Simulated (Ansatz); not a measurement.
Geometry optimisation, RKS BHLYP-D4/def2-SVP (Ansatz).

Input file:

```yaml
crystal:
  periodic: [false, false, false]
  atoms:
    - { symbol: Ge, position_ang: [0.0, 0.0, 0.0] }
    - { symbol: F, position_ang: [0.0, 0.0, 1.68] }
    - { symbol: H, position_ang: [1.4616, 0.0, -0.5162] }
    - { symbol: F, position_ang: [-0.7913, 1.3709, -0.5594] }
    - { symbol: F, position_ang: [-0.7913, -1.3709, -0.5594] }
basis:
  gaussian: { orbitals: def2-SVP }
hamiltonian:
  xc: { name: BHLYP }
  dispersion: d4
relax:
  f_tol: 0.02
  max_steps: 40
```

Launched with:

```bash
$ ansatz run input.yaml --threads 1 --pin off --max-ram 2048MiB --backend cpu --events-out ev --progress --plain --runs-dir out
```

Question: Where does it end, and by what steps?

Answer: The run converged. After 2 steps the energy has fallen by 0.085 eV; Ge1 moved furthest, 0.06 Å.

| step | energy less start (eV) | largest force component (eV/Å) | accepted |
| --- | --- | --- | --- |
| 0 | 0.0000 | 2.332 | yes |
| 1 | -0.0806 | 0.509 | yes |
| 2 | -0.0852 | 0.018 | yes |

```xyz
5
Properties=species:S:1:pos:R:3
Ge 0.060 0.000 -0.021
F -0.030 0.000 1.678
H 1.480 0.000 -0.523
F -0.815 1.361 -0.545
F -0.815 -1.361 -0.545
```

Whether the end is a true minimum wasn't checked by a vibrational analysis.

Run time: 12 s on 1 thread of Arm Neoverse V1 (shared host), peak memory 0.16 GiB.
